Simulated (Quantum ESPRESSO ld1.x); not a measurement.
All-electron atom: Yb2+ in [Kr] 4d10 4f14 5s2 5p5.75 6p0.25 (fractional occupations, a model configuration). All-electron calculation, Dirac Kohn-Sham, LDA (Slater exchange, Perdew-Zunger correlation), spin-unpolarised, spherical densities, point nucleus; open shells are shared between the two j in proportion to 2j + 1. Program: ld1.x of Quantum ESPRESSO 7.5. Some entries of the table are withheld. Estimate them.

orbital       occ.  eigenvalue (hartree)  r(max) (bohr)  <r> (bohr)
1s1/2            2            -2246.5486          0.012     0.01967
2s1/2            2             -380.9380          0.071     0.08279
2p1/2            2             -363.4748          0.053     0.06874
2p3/2            4             -325.0366          0.059     0.07624
3s1/2            2              -86.3023          0.200      0.2165
3p1/2            2              -78.5849          0.188      0.2062
3p3/2            4              -70.4286          0.200      0.2203
3d3/2            4              -57.2575          0.159      0.1936
3d5/2            6              -55.4739          0.161      0.1979
4s1/2            2                   (1)          0.456      0.4881
4p1/2            2              -14.3195          0.456      0.4958
4p3/2            4              -12.4662          0.486      0.5285
4d3/2            4               -7.3271            (2)      0.5539
4d5/2            6               -6.9899            (3)      0.5655
5s1/2            2               -2.6327           1.07       1.205
5p1/2      1.91667               -1.7828           1.16       1.356
5p3/2      3.83333               -1.5524           1.26       1.468
4f5/2            6               -0.7513          0.479      0.7649
4f7/2            8               -0.7026          0.486      0.7844
6p1/2    0.0833333               -0.4361            (4)       3.843
6p3/2     0.166667               -0.4088            (5)       4.078

Answer. 
(1) 4s1/2 eigenvalue (hartree): -17.4403
(2) 4d3/2 r(max) (bohr): 0.486
(3) 4d5/2 r(max) (bohr): 0.494
(4) 6p1/2 r(max) (bohr): 3.43
(5) 6p3/2 r(max) (bohr): 3.65
